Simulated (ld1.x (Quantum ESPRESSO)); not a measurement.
## An all-electron radial function and its pseudo partner (gold)

Columns: radius, all-electron u(r) and pseudo u(r) of the 6p shell (level -0.84 eV) of gold in the configuration [Xe] 4f14 5d10 6s1 6p0; PW91, scalar-relativistic, TM semilocal scheme, ld1.x (Quantum ESPRESSO) 7.5.

```tsv
r (bohr)	all-electron	pseudo
0.128	-0.0684	0.0011
0.255	0.0567	0.0045
0.382	0.0903	0.0101
0.510	-0.0054	0.0181
0.638	-0.1049	0.0283
0.765	-0.1573	0.0407
0.893	-0.1619	0.0555
1.020	-0.1322	0.0726
1.148	-0.0819	0.0921
1.275	-0.0230	0.1140
1.402	0.0381	0.1383
1.530	0.0975	0.1653
1.658	0.1525	0.1944
1.785	0.2018	0.2251
1.912	0.2456	0.2567
2.040	0.2842	0.2884
2.168	0.3176	0.3187
2.295	0.3460	0.3462
2.422	0.3701	0.3701
2.550	0.3906	0.3906
2.678	0.4075	0.4075
2.805	0.4212	0.4212
2.932	0.4321	0.4321
3.060	0.4407	0.4407
3.188	0.4470	0.4470
3.315	0.4515	0.4515
```

Q: How many radial nodes do the two functions have?

A: The all-electron 6p function has n − l − 1 = 4 (the table is too coarse to show those close to the nucleus); the pseudo-wave has 0, since the states of the same l below it are removed with the core.

Q: At about which radius was the pseudo-wave matched?

A: 2.55 bohr. The columns agree to 0.0005 from 2.29 bohr on; several derivatives are matched, so the curves merge somewhat inside the radius.

Q: Is the pseudo-wave norm-conserving?

A: Yes: the TM semilocal scheme keeps the norm inside the radius equal to the all-electron one, which fixes the energy derivative of the logarithmic derivative at the level.
